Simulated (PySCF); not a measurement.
## Stretching ZnF

Set-up: Zn def2-TZVPPD, F def2-TZVPPD; no relativity (PySCF 2.14). Energies in eV from Zn + F in their ground configurations at the same level. State: ²Σ⁺ (doublet), unpaired electrons σ ↑.

All columns are PBE. A positive dipole means Zn(−)F(+).

```json
{"R (Å)": "1.544", "E (eV)": "-2.176", "μ (D)": "-1.63", "Mulliken charge on Zn (basis-dependent)": "0.51", "HOMO (eV)": "-5.42", "LUMO (eV)": "-4.12", "Mayer bond order": "0.51", "⟨S²⟩": "0.75"}
{"R (Å)": "1.615", "E (eV)": "-2.732", "μ (D)": "-1.99", "Mulliken charge on Zn (basis-dependent)": "0.48", "HOMO (eV)": "-5.57", "LUMO (eV)": "-4.30", "Mayer bond order": "0.56", "⟨S²⟩": "0.75"}
{"R (Å)": "1.687", "E (eV)": "-3.038", "μ (D)": "-2.34", "Mulliken charge on Zn (basis-dependent)": "0.46", "HOMO (eV)": "-5.71", "LUMO (eV)": "-4.47", "Mayer bond order": "0.59", "⟨S²⟩": "0.75"}
{"R (Å)": "1.741", "E (eV)": "-3.152", "μ (D)": "-2.60", "Mulliken charge on Zn (basis-dependent)": "0.45", "HOMO (eV)": "-5.82", "LUMO (eV)": "-4.60", "Mayer bond order": "0.61", "⟨S²⟩": "0.75"}
{"R (Å)": "1.795", "E (eV)": "-3.194", "μ (D)": "-2.85", "Mulliken charge on Zn (basis-dependent)": "0.45", "HOMO (eV)": "-5.92", "LUMO (eV)": "-4.72", "Mayer bond order": "0.62", "⟨S²⟩": "0.75"}
{"R (Å)": "1.849", "E (eV)": "-3.183", "μ (D)": "-3.10", "Mulliken charge on Zn (basis-dependent)": "0.46", "HOMO (eV)": "-6.02", "LUMO (eV)": "-4.84", "Mayer bond order": "0.63", "⟨S²⟩": "0.75"}
{"R (Å)": "1.921", "E (eV)": "-3.110", "μ (D)": "-3.41", "Mulliken charge on Zn (basis-dependent)": "0.47", "HOMO (eV)": "-6.14", "LUMO (eV)": "-4.99", "Mayer bond order": "0.63", "⟨S²⟩": "0.75"}
{"R (Å)": "2.010", "E (eV)": "-2.957", "μ (D)": "-3.78", "Mulliken charge on Zn (basis-dependent)": "0.48", "HOMO (eV)": "-6.28", "LUMO (eV)": "-5.17", "Mayer bond order": "0.63", "⟨S²⟩": "0.75"}
{"R (Å)": "2.118", "E (eV)": "-2.726", "μ (D)": "-4.17", "Mulliken charge on Zn (basis-dependent)": "0.50", "HOMO (eV)": "-6.44", "LUMO (eV)": "-5.36", "Mayer bond order": "0.62", "⟨S²⟩": "0.75"}
{"R (Å)": "2.262", "E (eV)": "-2.395", "μ (D)": "-4.60", "Mulliken charge on Zn (basis-dependent)": "0.51", "HOMO (eV)": "-6.64", "LUMO (eV)": "-5.59", "Mayer bond order": "0.61", "⟨S²⟩": "0.75"}
```

A fit through these points gives, at Re = 1.809 Å, μ = -2.92 D and dμ/dR = -4.62 D/Å; the reduced mass is 14.65 u.

How strong is the fundamental in the double-harmonic approximation, I = 42.26·(dμ/dR)²/μred km/mol?

I = 42.26·(-4.62)²/14.65 = 61.6 km/mol at PBE.

The state is the lowest determinant that a PBE0 search found; another state may lie lower at other levels.
